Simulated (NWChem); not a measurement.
# N2H3, doublet; SMILES [NH]N

```xyz
5

N     -0.1059    -0.7412     0.0028
N     -0.0111     0.5921    -0.0555
H      0.8508    -1.0952    -0.0477
H      0.8329     1.0658     0.2391
H     -0.8654     1.0727     0.1773
```
Atoms are numbered in this order, from 1.

Program: NWChem. Pople sets run with spherical d functions. Spin-unrestricted. Geometry: optimised at PBE0-D3(BJ)/def2-TZVP, spin-unrestricted. No stability test was run on the SCF state.

Estimate the computed values for LC-BLYP (range parameter 0.33 per bohr)/6-31G*. Quantities: highest occupied level (eV); lowest empty minus highest occupied level, either spin (eV); dipole (D); <S²>.


```
Quantity                                                     Value
-----------------------------------------------------------  -----
highest occupied level (eV)                                  -7.26
lowest empty minus highest occupied level, either spin (eV)   9.42
dipole (D)                                                    2.74
<S²>                                                         0.752
```
